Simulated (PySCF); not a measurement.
# Excitation energy of Ne²⁺ by level of theory

Ne²⁺ [He] 2s2 2p4 (3P) → Ne²⁺ [He] 2s1 2p5 (3P), as a difference of total energies. Calculation: PySCF 2.14, in aug-cc-pVQZ with one added diffuse shell each of s, p, d, f, g type (7s6p5d4f3g, 105 functions); no relativity, point nucleus. Correlated levels: valence: 1s2 frozen. The calculations carry no spin-orbit coupling.

| method | excitation energy (eV) |
| --- | --- |
| UHF | 26.495 |
| LDA | 22.600 |
| PBE | 22.924 |
| PBE0 | 23.848 |
| r2SCAN | 23.916 |
| revPBE | 22.996 |
| M06-2X | 24.060 |
| BHandHLYP | 24.690 |
| r2SCAN0 | 24.497 |
| MP2 (valence) | 25.496 |
| SCS-MP2 (valence) | 25.401 |

Q: How much does correlation contribute at MP2 (valence)?

A: 25.496 − (26.495) = -0.999 eV, measured against UHF.
